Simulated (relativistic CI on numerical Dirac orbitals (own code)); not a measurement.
The 3d ions of charge 4+

Computed by Dirac-Coulomb-Breit CI, separate exchange-only KLI orbitals for each configuration, a model potential for QED, unscaled Slater integrals (own radial code, finite nucleus).

Each species is treated in one configuration, given outside its closed core, with all valence electrons in the open shell. Radial values are for the open shell of highest l, unscaled and averaged over j; ζ includes the Breit term. Labels give the leading LS character, summed over repeated terms.

```tsv
Ion	Configuration	Its lowest level	LS weight (%)	Next level	E (cm⁻¹)	⟨r⟩ (bohr)	⟨r²⟩ (bohr²)	F² (cm⁻¹)	F⁴ (cm⁻¹)
V4+	3d	2D_3/2	100	2D_5/2	590.19	1.078	1.409		
Cr4+	3d2	3F_2	100	3F_3	482.46	1.017	1.26	94530	59540
Mn4+	3d3	4F_3/2	100	4F_5/2	341.04	0.9638	1.135	99590	62660
Fe4+	3d4	5D_0	100	5D_1	136.77	0.9162	1.029	104600	65740
Co4+	3d5	?	?	?	?	?	?	?	?
Ni4+	3d6	5D_4	100	5D_3	867.13	0.8348	0.8603	114500	71820
Cu4+	3d7	4F_9/2	100	4F_7/2	1577.7	0.7996	0.7918	119300	74830
Zn4+	3d8	3F_4	100	3F_3	2418	0.7675	0.7317	124200	77820
```

**Question.** Fill in the row of Co4+.

**Answer.** Its lowest level 6S_5/2; LS weight (%) 100; Next level 4G_11/2; E (cm⁻¹) 41706; ⟨r⟩ (bohr) 0.8734; ⟨r²⟩ (bohr²) 0.9388; F² (cm⁻¹) 109500; F⁴ (cm⁻¹) 68800.
